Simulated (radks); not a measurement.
Values are calculated unless marked as measured or tabulated.
All-electron atom: neutral hydrogen in 2s1 (not the ground configuration).

Level of theory: Dirac Kohn-Sham, PBEsol, spin-unpolarised, spherical densities, finite nucleus; Gaussian nuclear charge, rms radius 0.8783 fm (a radial shooting solver on a logarithmic mesh with Libxc functionals).

Energy parts (eV):
total: -3.400
kinetic: 3.246
electron-nucleus: -6.653
Hartree: 2.064
exchange-correlation: -2.058

Orbitals (lengths in bohr, moments of r in powers of bohr; r(max) is where P^2 peaks):
| orbital | occ. | eigenvalue (eV) | <r^2> | r(max) | <r> | small-component weight |
|---|---|---|---|---|---|---|
| 2s1/2 | 1 | -1.9415 | 40.85 | 5.258 | 5.941 | 3.18e-06 |

The highest occupied level is 2s1/2 at -1.942 eV. Summed over all electrons, <r^2> = 40.85 bohr^2, which gives a Langevin (diamagnetic) susceptibility term of -32.4 x 10^-6 cm^3/mol.
